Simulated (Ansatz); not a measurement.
C3H9BSi can be A, `BC(=C)[SiH2]C`, or B, `C=CB(C)[SiH3]`.

Gas-phase electronic energies from Ansatz, PBE0-D4/def2-TZVP geometries. CBS: MP2 limit from def2 TZ/QZ plus the TZ coupled-cluster correction, frozen cores. Functionals use def2-TZVPP. B3LYP here is the variant with VWN-RPA as its local correlation; programs differ in this. Each species was taken in one conformer, which may not be the lowest.

**Question.** Which is lower in electronic energy at CCSD(T)/CBS, and by how much? (Best estimate.)

**Answer.** Ansatz gave: A, by 3.3 kcal/mol.

**Question.** Give E(B) − E(A) in kcal/mol with B3LYP, B2PLYP, HF/def2-TZVPP, PBE0-D4, ωB97M-V, MP2/def2-TZVPP, CCSD/def2-TZVPP. (Estimate.)

**Answer.** Computed: B3LYP 2.0, B2PLYP 3.3, HF/def2-TZVPP 5.6, PBE0-D4 0.9, ωB97M-V 3.7, MP2/def2-TZVPP 5.0, CCSD/def2-TZVPP 3.2. None reverses the order clearly.

Largest T1 diagnostic: 0.012.

From PBE to PBE0 (25 % exact exchange), in def2-TZVPP and without D4, E(B) − E(A) moves by +1.3 kcal/mol.
